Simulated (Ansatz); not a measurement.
Ansatz (a quantum-chemistry and plane-wave program) input (CCSD(T)/def2-SVPD):

Ansatz 0.2 input:
```yaml
crystal:
  periodic: [false, false, false]
  atoms:
    - {symbol: Rb, position_ang: [-0.00000000, -0.00000000, -1.92032908]}
    - {symbol: I, position_ang: [0.00000000, 0.00000000, 1.34060710]}
basis:
  gaussian:
    orbitals: def2-SVPD
magnetization: {spin_polarized: false}
correlation: {method: ccsd_t, electrons: outside_noble_gas}
output: {forces: true}
```

End of the output:

```
cycle   2  -3.21605270 eV  change   -5.2e-2 eV  update   1.1e-2
cycle   3  -3.22264049 eV  change   -6.6e-3 eV  update   4.2e-3
cycle   4  -3.22244325 eV  change    2.0e-4 eV  update   1.2e-3
cycle   5  -3.22204333 eV  change    4.0e-4 eV  update   5.4e-4
cycle   6  -3.22194362 eV  change    1.0e-4 eV  update   2.0e-4
cycle   7  -3.22195477 eV  change   -1.1e-5 eV  update   6.5e-5
cycle   8  -3.22196824 eV  change   -1.3e-5 eV  update   2.5e-5
cycle   9  -3.22197023 eV  change   -2.0e-6 eV  update   7.5e-6
cycle  10  -3.22196954 eV  change    6.8e-7 eV  update   2.6e-6
perturbative correction -0.06813255 eV, -0.0025038249 hartree
the calculation of the forces begins
Total energy: -8725.94428885 eV, -320.6725379577 hartree
Atom 0 at    -0.000000    -0.000000    -1.920329 Å, force    -0.000000    -0.000000    -0.277484 eV/Å
Atom 1 at     0.000000     0.000000     1.340607 Å, force     0.000000    -0.000000     0.277484 eV/Å
Dipole moment:     0.000000    -0.000000    -2.600548 e Å
```
